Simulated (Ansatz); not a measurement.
A nudged elastic band was laid between two geometries of C2H5BN2 (10 atoms, charge 0, multiplicity 1).

These are results of Ansatz 0.2.0, RKS B3LYP-D4/STO-3G, not measurements.

```
movable images  : 5
climbing image  : yes
spring          : 5.0 eV/Å²
optimiser       : quadratic models (default)
start path      : through a guess of the saddle point
force threshold : 0.05 eV/Å
iteration limit : 60
end points      : relaxed
```

Image 0:

```xyz
10
Properties=species:S:1:pos:R:3
N -1.716 -0.115 0.832
C -0.233 -0.515 0.789
B 0.628 0.086 -0.373
C 1.776 0.370 -1.201
N 0.593 0.960 -1.576
H -1.697 0.949 0.800
H -2.071 -0.338 -0.146
H -0.194 -1.622 0.749
H 0.210 -0.236 1.767
H 2.786 0.410 -1.639
```

Image 6:

```xyz
10
Properties=species:S:1:pos:R:3
N -1.582 0.380 0.723
C -0.230 -0.338 0.736
B 0.673 0.110 -0.461
C 1.875 0.346 -1.222
N 0.689 0.628 -1.855
H -2.174 -0.152 1.428
H -2.028 0.095 -0.198
H -0.323 -1.448 0.706
H 0.261 -0.101 1.700
H 2.922 0.428 -1.554
```

(1) What changes between the two ends?

(2) Give the energies along the band, and the barrier.

(3) What is the geometry of the highest image?

The band took 19 iterations and about 2.7 core-minutes.

Answers

(1) No bond is made or broken. The height of N1 over the plane of its neighbours goes from 0.51 to -0.49 Å.

(2) The forces met the threshold. The highest image is number 4 of 0 to 6, 0.45 eV above the first end and 0.42 eV above the last; the last end lies 0.03 eV above the first. The profile has 2 maxima (images 2, 4) with wells between them (image 3): this band takes more than one step, which may be the mechanism or a detour left from its start path. A vibrational analysis at the climbing image gives one clearly imaginary mode, 736i cm⁻¹: a first-order saddle point. Limits of this set-up: minimal basis.

```csv
image,path coordinate (Å),energy (eV),height of N1 over the plane of its neighbours (Å)
0,0.00,0.00,0.51
1,0.82,0.07,0.50
2,1.65,0.08,0.49
3,2.48,0.03,0.49
4,3.30,0.45,0.00
5,3.77,0.07,-0.45
6,4.24,0.03,-0.49
```

(3) 
```xyz
10
Properties=species:S:1:pos:R:3:forces:R:3
N -1.620 0.006 0.626 0.00 0.00 0.00
C -0.207 -0.345 0.783 0.00 0.00 0.00
B 0.656 0.087 -0.447 0.00 0.00 0.00
C 1.828 0.261 -1.270 0.00 0.00 0.00
N 0.648 0.740 -1.785 0.00 0.00 0.00
H -2.304 -0.219 1.360 0.00 0.00 0.00
H -1.954 0.483 -0.221 0.00 0.00 0.00
H -0.061 -1.443 0.931 0.00 0.00 0.00
H 0.242 0.122 1.694 0.00 0.00 0.00
H 2.854 0.257 -1.669 0.00 0.00 0.00
```

Time of the run: 2.7 min on 1 CPU thread of a shared host.
